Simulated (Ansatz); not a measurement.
Coupled-cluster diagnostics for BSb₂⁻, Ansatz.

Geometry of the singlet (PBE-D4/def2-TZVPD):

Cartesian coordinates in Å:
```
B -0.0005 -0.0017 -0.0005
Sb 0.2306 -0.5973 1.9700
Sb -0.2301 0.5990 -1.9696
```

In the def2 sets Sb takes a core potential; there is no spin–orbit coupling. Correlated methods freeze 9 core orbitals; core or outer-core shells of Sb are correlated, in sets that lack core-valence functions. In CCSD on the charge 0 doublet the largest single amplitude is 0.17, so its Hartree–Fock determinant may place the open shell otherwise than the density functionals do. The geometry of the singlet was relaxed on an unsound state (an occupied level 0.40 eV above an empty one). The structure comes from a short search, and lower isomers may exist.

Geometry of the charge -1 quintet (PBE-D4/def2-TZVPD):

Cartesian coordinates in Å:
```
B 0.264 0.520 -0.423
Sb -1.502 0.949 0.845
Sb 1.239 -1.469 -0.422
```

Estimate the CCSD(T) correlation energy, the shares of MP2 and (T), T1 and the reference's ⟨S²⟩ for: charge -1, singlet, own geometry in def2-TZVPPD; charge -1, triplet, own geometry in def2-TZVPPD; charge -1, quintet, own geometry in def2-TZVPPD; charge 0, doublet, vertical in def2-TZVPPD; and the rough time on 4 threads of Arm Neoverse V2 on a shared host.


```csv
state,basis,correlation (eV),MP2 share (%),(T) share (%),T1,⟨S²⟩ (pure),wall time,remarks
"charge -1, singlet, own geometry",def2-TZVPPD,-21.865,97.9,5.0,0.023,0.00 (0.00),13 s,"large T1 (0.023), restricted SCF unstable"
"charge -1, triplet, own geometry",def2-TZVPPD,-20.739,95.9,4.2,0.038,2.71 (2.00),16 s,spin-contaminated (⟨S²⟩ 2.71)
"charge -1, quintet, own geometry",def2-TZVPPD,-20.053,96.4,3.8,0.026,6.29 (6.00),19 s,spin-contaminated (⟨S²⟩ 6.29)
"charge 0, doublet, vertical",def2-TZVPPD,-20.041,95.1,4.2,0.045,2.03 (0.75),36 s,spin-contaminated (⟨S²⟩ 2.03)
```
Customary marks for T1 are 0.02 (closed shells), 0.045 (open shells) and about 0.05 (3d metals). T1 exceeds 0.02 in 4 of 4 rows and 0.045 in 0; the higher it lies, the less the single-reference result can be trusted.
